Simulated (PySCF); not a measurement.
## Mass spectrum arithmetic for TMS

Species: `C[Si](C)(C)C` (TMS).

Calculated from isotope tables alone.

**Question.** Molar mass and exact mass?

**Answer.** For C4H12Si, with standard atomic weights, 4 × 12.011 + 1 × 28.085 + 12 × 1.008 = 88.225 g/mol. From the most abundant isotopes (12C, 28Si, 1H), 4 × 12.000000 + 1 × 27.976927 + 12 × 1.007825 = 88.0708 u.

**Question.** Work out the cluster of the molecular ion M+•, one line a nominal mass.

**Answer.** 
```
nominal mass  m/z (centroid)  relative intensity
          88         88.0703               100.0
          89         89.0717                 9.5
          90         90.0677                 3.7
          91         91.0708                 0.2
```

Lines under 0.1 % of the tallest are left out. One electron mass, 0.00055 u, is taken off. Abundances used (%; other tables differ somewhat): 12C 98.93, 13C 1.07; 28Si 92.2297, 29Si 4.6832, 30Si 3.0872; 1H 99.9885, 2H 0.0115.

**Question.** What share of all molecules is the monoisotopic species?

**Answer.** 0.9893^4 × 0.922297 × 0.999885^12 = 88.22 %.

**Question.** What resolving power m/Δm just matches the spacing of the species with one 29Si and with one 13C?

**Answer.** They lie 0.00379 u apart at mass 89.07, so m/Δm is about 24000.

**Question.** Protons, neutrons, electrons, and exact less nominal mass of the monoisotopic species?

**Answer.** 50 protons, 38 neutrons and 50 electrons; 88.0708 − 88 = +0.0708 u.

**Question.** What is the composition by mass?

**Answer.** C 54.46 %, Si 31.83 %, H 13.71 %.

**Question.** Resolve the fine structure: one atom at a time replaced by a minor isotope.

**Answer.** Intensity in % of the monoisotopic species:

```csv
isotope,mass shift (u),m/z,intensity (%)
29Si,+0.99957,89.0698,5.08
13C,+1.00335,89.0736,4.33
2H,+1.00628,89.0766,0.14
30Si,+1.99684,90.0671,3.35
```

Species under 0.02 % are left out.
